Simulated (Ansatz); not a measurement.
Gas-phase electronic energies from Ansatz, PBE0-D4/def2-TZVP geometries. CBS: MP2 limit from def2 TZ/QZ plus the TZ coupled-cluster correction, frozen cores. Functionals use def2-TZVPP. Elements past krypton have def2 core potentials. For Sn, Ti outer-core shells are correlated without core-valence functions, which leaves a few kJ/mol of doubt a bond. Scalar relativity is left out up to krypton. Each species was taken in one conformer, which may not be the lowest.

Reaction (redistribution): `[OH][Ti]([OH])([F])[Cl]` + `C[O][SnH]([CH3])[SH]` → `[OH][Ti]([F])([SH])[Cl]` + `C[O][SnH]([CH3])[OH]`

**Question.** Is it downhill or uphill in electronic energy at CCSD(T)/CBS, and by how much? (An estimate is asked.)

**Answer.** The calculation gave: Uphill: ΔE = +0.75 eV.

**Question.** What do these levels give: PBE-D4, PBE0-D4, PBE, HF/def2-TZVPP, HF/def2-QZVPP, CCSD/CBS(def2)? (An estimate is asked.)

**Answer.** The calculation gave: PBE-D4 0.76, PBE0-D4 0.81, PBE 0.75, HF/def2-TZVPP 0.92, HF/def2-QZVPP 0.91, CCSD/CBS(def2) 0.82 eV.

Largest T1 diagnostic among the species: 0.025, so the coupled-cluster value is less sure than usual.

From PBE to PBE0 (25 % exact exchange), in def2-TZVPP and without D4, ΔE moves by +0.05 eV. In def2-TZVPP, CCSD(T) changes the Hartree–Fock value by −0.16 eV (the triples alone add −0.07 eV) and MP2 by −0.19 eV.
